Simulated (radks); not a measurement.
Question: Neutral manganese, [Ar] 3d5 4s2. All-electron calculation, non-relativistic Kohn-Sham, PBE, spin-polarised, spherical densities, point nucleus. Program: a radial shooting solver on a logarithmic mesh with Libxc functionals. Every spin shell is full or empty, so the densities are truly spherical. Functionals are evaluated on that one density, not self-consistently. Rank these exchange functionals by their error against the exact value of the orbitals, and give that value: LDA, B88, revPBE, PW91, PW86, AM05, G96, EV93, APBE, revTPSS, SCAN, Tao-Mo, TASK.

Answer: Exact: -50.8762 hartree. From best to worst, with 100 (|E| - |E exact|)/|E exact| (equal figures are ties): revPBE +0.02, PW91 +0.18, Tao-Mo -0.24, B88 +0.25, SCAN +0.40, G96 +0.41, revTPSS -0.48, PW86 +0.50, EV93 +0.70, APBE +0.74, TASK -2.73, AM05 -5.76, LDA -6.41.
